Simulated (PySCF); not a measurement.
# Dipole moment and polarisability of `C#C[Si@@H](O[SiH3])[SiH2]O`

Species: C2H8O2Si3.
Structure used (GFN2-xTB), in Å, numbered top down from 1:
```xyz
15
C2H8O2Si3 angstrom
C      0.0052    3.0426   -0.7449
C      0.1261    1.9910   -0.1735
Si     0.3081    0.3393    0.6628
O     -1.1674   -0.3541    0.7207
Si    -2.6293   -0.8343    0.2373
Si     1.7197   -1.1054   -0.4353
O      3.2720   -0.6386   -0.2423
H     -0.1024    3.9681   -1.2352
H      0.5649    0.6653    2.0807
H     -3.2852   -1.2960    1.4578
H     -2.4350   -1.9143   -0.7317
H     -3.3072    0.3096   -0.3680
H      1.5897   -2.4966    0.0377
H      1.6451   -1.1113   -1.8963
H      3.6912   -0.5573    0.6082
```

Level: B3LYP/def2-SVPD (PySCF), static field, nuclei fixed, core orbitals frozen in the response. The polarisability tensor in these axes (au):

```
x   106.65  -4.54  -2.36
y    -4.54 120.60  -6.19
z    -2.36  -6.19  94.98
```

Question: Diagonalise the tensor; give its mean and Δα, where Δα² is half the sum of the squared differences of the eigenvalues.

Answer: Principal values 92.74, 106.52 and 122.97 au; mean 107.41 au = 15.92 Å³ = 17.71 × 10⁻⁴⁰ C²·m²/J; Δα = 26.22 au (24 % of the mean).

Question: What is the dipole moment, and where does it point?

Answer: (-0.07, 0.20, 0.66) D, 0.69 D in size, pointing from the negative to the positive side. Measured along this direction, the outermost atoms are H14 at the negative end and H9 at the positive end.

Question: How large is μ²/3kT at 250 K beside α?

Answer: In Gaussian units μ²/3kT = 4.57 Å³ against 15.92 Å³, a ratio of 0.29; the Debye molar polarisation (4π/3)N_A(α + μ²/3kT) is 51.7 cm³/mol, leaving out the vibrational part.

Question: Give the principal axes and the span of the nuclei along them.

Answer: Largest value along (-0.24, 0.95, -0.19), where the nuclei span 6.80 Å; middle along (0.94, 0.18, -0.29), 6.94 Å; least along (0.24, 0.25, 0.94), 4.00 Å. 

Question: Molar refractivity from α?

Answer: Lorentz–Lorenz: R = (4π/3)N_A α = 2.5225 cm³/(mol·Å³) × 15.92 Å³ = 40.2 cm³/mol, in the limit of long wavelengths.

Geometry: GFN2-xTB, one conformer, isolated molecule.

These values come from a run that also computed excited states. Time: 72 s of wall time; peak memory 0.90 GiB. Hardware: Intel Xeon at 2.70 GHz, one thread (shared host).
